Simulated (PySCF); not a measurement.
**Two probes of the same atoms: core binding energy and nuclear shielding**

C5H6ClF.
Geometry (PBE0-D3(BJ)/def2-SVP, Å), atoms numbered from 1 in this order:
```xyz
13
C5H6ClF angstrom
C     -1.9431    0.8942    0.5052
C     -1.1061   -0.0789    0.8889
C      0.1199   -0.3980    0.1873
F      0.3520    0.3470   -0.9036
C      1.0403   -1.3328    0.5010
C      2.2824   -1.5905   -0.2732
Cl     0.8134   -2.3298    1.9017
H     -2.8556    1.1022    1.0671
H     -1.7355    1.5051   -0.3762
H     -1.3157   -0.6877    1.7706
H      3.1718   -1.4173    0.3538
H      2.3305   -0.9309   -1.1485
H      2.3195   -2.6384   -0.6110
```

Binding energies: delta-SCF UKS SCAN, pcX-2 on the ionised atom, pcseg-1 elsewhere, spin-free X2C (PySCF). Shieldings: GIAO PBE0/pcSseg-1, non-relativistic, same geometry.

```csv
atom,isotropic shielding (ppm)
C1,60.4
C2,52.5
C3,23.0
C5,55.6
C6,164.2
```

Problem. What are the C 1s binding energies of these atoms?

Solution. 
```csv
atom,environment,C 1s (eV),isotropic shielding (ppm)
C1,terminal =CH2 carbon,290.07,60.4
C2,alkene CH carbon,290.93,52.5
C6,allylic carbon,291.20,164.2
C5,vinylic C–Cl carbon,291.69,55.6
C3,vinylic C–F carbon,292.79,23.0
```

Problem. Among the listed atoms, is the one with the highest binding energy also the least shielded?

Solution. Yes: C3 has both (292.79 eV, 23.0 ppm).

By binding energy: C1 < C2 < C6 < C5 < C3. By shielding: C3 < C2 < C5 < C1 < C6.

The unrestricted hole states depart most from a pure doublet (⟨S²⟩ = 0.75; over 0.85 named) for C 1s of C2 (0.92) and C 1s of C3 (0.86), which makes these values less certain. The structure is a single PBE0-D3(BJ)/def2-SVP conformer in the gas phase; no vibrational or solvent corrections.
